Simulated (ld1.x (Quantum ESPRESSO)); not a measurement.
## caesium (Cs), TM: configuration errors across variants

| Item | Value |
| --- | --- |
| Element | caesium |
| Generator | ld1.x (Quantum ESPRESSO) 7.5 |
| Type | norm-conserving Troullier–Martins (Kleinman–Bylander form) |
| Functional | PBE |
| Relativity | scalar-relativistic |
| Frozen core | [Kr] 4d10 |
| Valence charge | 9 |
| Reference configuration | 5s2 5p6 5d0 6s1 6p0 |
| Partial waves | 5p (bound): rc 3.55 bohr; 5d (bound, empty): rc 4.20 bohr; 5s (bound): rc 2.95 bohr |
| Local potential | the s channel |
| Core correction | none |

Occupied shells without a wave of their own: 6s. They enter only through the test configuration that unscreens the potential.

All-electron excitation energies from the reference (eV): (1) 5s2 5p6 5d0 6s0 6p0 3.864; (2) 5s2 5p6 5d0 6s0.5 6p0 1.471; (3) 5s2 5p6 5d0 6s0 6p1 1.371; (4) 5s2 5p5 5d0 6s1 6p0 17.865; (5) 5s1 5p6 5d0 6s1 6p0 31.683.

For the base: The 6s level has no wave, so the channel is fitted at the deeper level alone: the likely source of the large errors.

On the changes marked as counting shells twice: ld1.x takes every shell without a wave as core, so the model core holds the marked electrons as well and exchange and correlation see them twice. This cancels in the reference configuration, but the file is broken for other ones, and its errors say nothing about a proper core correction.

Tests that are not counted but printed errors over 1 eV. “base”: 5s2 5p6 5d0.5 6s0.5 6p0 (solver errors, printed error -2.8 eV). “all radii scaled by about 1.04 (s 3.08, p 3.70, d 4.38 bohr)”: 5s2 5p6 5d0.5 6s0.5 6p0 (solver errors, printed error -3.1 eV); 5s2 5p6 5d1 6s0 6p0 (pseudo-atom not self-consistent, printed error -15.4 eV). “wave 5p (bound): rc 3.55 bohr becomes 5p (bound): rc 4.60 bohr”: 5s2 5p6 5d1 6s0 6p0 (solver errors, printed error -532 eV). “core correction a·sin(br)/r model core inside 2.08 bohr (6s counted twice)”: 5s2 5p6 5d0.5 6s0.5 6p0 (pseudo-atom not self-consistent, printed error -2.6 eV); 5s2 5p6 5d1 6s0 6p0 (solver errors, printed error -523 eV).

3 further variants failed, have other tests or another functional or relativity, and are left out.

The file “base” misses its own reference levels by 1.1 eV. The file “all radii scaled by about 1.04 (s 3.08, p 3.70, d 4.38 bohr)” misses its own reference levels by 1.3 eV. The file “wave 5p (bound): rc 3.55 bohr becomes 5p (bound): rc 4.60 bohr” misses its own reference levels by 1.1 eV. The file “core correction a·sin(br)/r model core inside 2.08 bohr (6s counted twice)” misses its own reference levels by 1.1 eV. The file “wave 5d (bound): rc 4.20 bohr becomes 5d (bound): rc 5.04 bohr” misses its own reference levels by 1.1 eV.

Errors AE − PS in meV (a dash: test not solved or not reliable):

```csv
change,(1),(2),(3),(4),(5),bound ghosts
base,-156,+19,-660,+1089,+837,not determined
"all radii scaled by about 1.04 (s 3.08, p 3.70, d 4.38 bohr)",-118,+43,-695,+1385,+1155,not determined
wave 5p (bound): rc 3.55 bohr becomes 5p (bound): rc 4.60 bohr,-151,+21,-652,+1157,+892,not determined
core correction a·sin(br)/r model core inside 2.08 bohr (6s counted twice),-206,+14,-655,+1097,+832,not determined
wave 5d (bound): rc 4.20 bohr becomes 5d (bound): rc 5.04 bohr,-156,+19,-660,+1089,+837,not determined
"type PAW; waves now 5s (bound): rcut 2.55, rcutus 2.95 bohr; 6s (bound): rcut 2.55, rcutus 2.95 bohr; 5p (bound): rcut 3.10, rcutus 3.55 bohr; 6p (bound): rcut 3.10, rcutus 3.55 bohr; 5d (bound): rcut 3.65, rcutus 4.20 bohr; 5d channel at 0.45 Ry: rcut 3.65, rcutus 4.20 bohr; local potential all-electron potential smoothed inside 2.85 bohr (lloc = -2); core correction a·sin(br)/r model core, default radius (ld1.x builds one for every PAW set, though the input has nlcc=.false.); augmentation PSQ, inside the norm-conserving radii",-0.3,-0.1,+0.1,–,–,none
```

Give the same row for: local potential all-electron potential smoothed inside 2.75 bohr (lloc = -1).

-93, -35, -56, +16, -25; bound ghosts: none.
